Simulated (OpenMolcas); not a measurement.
An OpenMolcas run meant for Rh IV (ANO-RCC-VDZ, DKH2; inactive shells 1s 2s 2p 3s 3p 3d 4s 4p; intended active space 6 electrons in 5 orbitals (4d)). One step of its input:

```
&CASPT2
Multistate=5 1 2 3 4 5
Frozen=8 6
IPEA=-0.5
Imaginary=0.1
MaxIter=60
WThr=0.0 0.3 0.05
PrWF=0.5
NoMix
```

The run finished. Its levels beside those of a sound run (SS-CASPT2, IPEA 0.25 Eh, imaginary shift 0.1 Eh (closed shells correlated: 4s 4p)), in cm-1 above each run's lowest level:

```csv
Level,This run,Usual run
4d6 5D4,0.0,0.0
4d6 5D3,1689,1675
4d6 5D2,2563,2568
4d6 5D1,3180,3184
4d6 5D0,3465,3473
4d6 3P2(1),15614,16517
4d6 3F4(1) [56 %],18157,19168
4d6 3H6,19804,20534
4d6 3H5,20022,20757
4d6 3F3(1),19785,20981
4d6 3P1(1),20325,21229
4d6 3F2(1),20164,21398
4d6 3P0(1),20928,21956
4d6 3H4 [68 %],21123,21999
```

Which setting is unsound, and how much does it matter here?

The IPEA shift is negative. Against the sound run the excited levels shown move by 670 cm-1 on average and by 1200 cm-1 at most.

Term energies are means over components that CASPT2 splits; among the terms shown or strongly mixed into the levels shown the widest spread is 1200 cm-1 (4d6 3H, this run). Some high roots are left out of the spin-orbit mixing, which shifts the levels that they would mix with. The basis is small and was not contracted for so high a charge. The CASPT2 spread within a term exceeds the gap to the next term for 4d6 3F(1) and 4d6 3H, so the order of their levels is uncertain, and so are names and mixing where such terms share a J (holds for this run). Levels of configurations outside the active space are missing.

A share in square brackets marks a mixed level and gives the weight of the term that names it, the lowest over the columns. A number in round brackets counts repeated terms of one configuration in the order of the reference energies.
